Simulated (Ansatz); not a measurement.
Start from `O[SiH](S)[SiH2][SiH3]` and change one atom or group to get `O[SiH](S)[GeH3]`.

Ansatz, PBE0-D4/def2-TZVP geometries, multiplicity 1. Each molecule was computed in one conformer, which needn't be the lowest.

Scalar relativity is left out up to krypton.

```tsv
property	`O[SiH](S)[SiH2][SiH3]`
HOMO energy (B3LYP/def2-TZVPP) / eV	-7.38
size of the dipole moment (ωB97M-V/def2-TZVPP) / D	1.58
HOMO energy (PBE0/def2-TZVPP) / eV	-7.63
LUMO energy (PBE/def2-TZVPP) / eV	-1.30
size of the dipole moment (B3LYP/def2-TZVPP) / D	1.58
HOMO–LUMO gap (PBE0/def2-TZVPP) / eV	7.16
```

(1) What does the change do to each property? (Best estimate.)

Results:

(1) Ansatz gave: 
```csv
property,`O[SiH](S)[GeH3]`,shift
HOMO energy (B3LYP/def2-TZVPP) / eV,-7.24,0.14
size of the dipole moment (ωB97M-V/def2-TZVPP) / D,1.84,0.26
HOMO energy (PBE0/def2-TZVPP) / eV,-7.46,0.17
LUMO energy (PBE/def2-TZVPP) / eV,-0.99,0.31
size of the dipole moment (B3LYP/def2-TZVPP) / D,1.79,0.21
HOMO–LUMO gap (PBE0/def2-TZVPP) / eV,7.29,0.13
```

With PBE0 the HOMO rises by 0.17 eV and the LUMO rises by 0.29 eV, so the gap widens by about 0.12 eV. PBE moves the HOMO by 0.12 eV and ωB97M-V by 0.21 eV. Dipoles are sizes alone; their direction can turn.

B3LYP here is the variant with VWN-RPA as its local correlation; programs differ in this.
